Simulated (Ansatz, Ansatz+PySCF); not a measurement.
```xyz
2

Mg    0.0000    0.0000    0.0000
O     0.0000    0.0000    2.0600
```

Basis set: def2-SVP (spherical functions). Frozen core: 2 orbitals. Charge 0, multiplicity 1.

Computed with Ansatz (development build ahead of 0.2.0); each method stands on the lowest determinant of its kind that the runs found. Restricted open shells among the atoms or ions are ROHF, correlated in semicanonical orbitals with singles.

The atomization energy at this shape (free ground-state atoms in the same class of orbitals less the molecule, no zero-point energy) of singlet MgO:

```json
{"method": "UHF-MP2", "atomization energy": "45.76 kcal/mol"}
{"method": "RHF-MP2", "atomization energy": "32.88 kcal/mol"}
{"method": "RHF", "atomization energy": "-41.67 kcal/mol"}
```

(1) What does UHF give?

## Answers

(1) 23.31 kcal/mol. Caution for UHF-MP2, RHF-MP2: bonds are stretched, where a single reference can fail. Caution for UHF-MP2, UHF: the unrestricted determinant is a mixture of spin states. Caution for RHF-MP2, RHF: an unrestricted determinant lies well below. Caution for RHF-MP2: other determinants can give a lower correlated total. Caution for RHF: the molecule lies well above its atoms at this level.
